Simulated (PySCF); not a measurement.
Computed shifts of a molecule C4H3Cl2F, PySCF with KT2/pcSseg-1, GIAO, gas phase, atoms alike by connectivity averaged where their shifts nearly agree, in ppm (number of nuclei): ¹⁹F: -156.7 (1). ¹³C: 205.0 (1), 112.4 (1), 103.4 (1), 102.3 (1). ¹H: 6.79 (1), 6.67 (1), 6.41 (1). References: ¹⁹F against CFCl3 (σ = 127.1 ppm); ¹³C against TMS (σ = 185.1 ppm); ³⁵Cl against HCl (σ = 945.4 ppm); ¹H against TMS (σ = 31.47 ppm), references at their B3LYP-D3(BJ)/def2-TZVP geometries, non-relativistic (without spin–orbit terms, shifts of atoms bonded to Cl or Br come out too high). Coordinates come from a TPSSh-D3(BJ)/def2-SVP optimisation. One conformer was computed; it need not be the lowest.

Question: Which molecule gave these data?
A) F/C=C/C=C(Cl)Cl
B) F[C@@H](Cl)C=C=CCl
C) C=C/C(Cl)=C(\F)Cl
D) CC(F)=C=C(Cl)Cl

Answer: B, F[C@@H](Cl)C=C=CCl
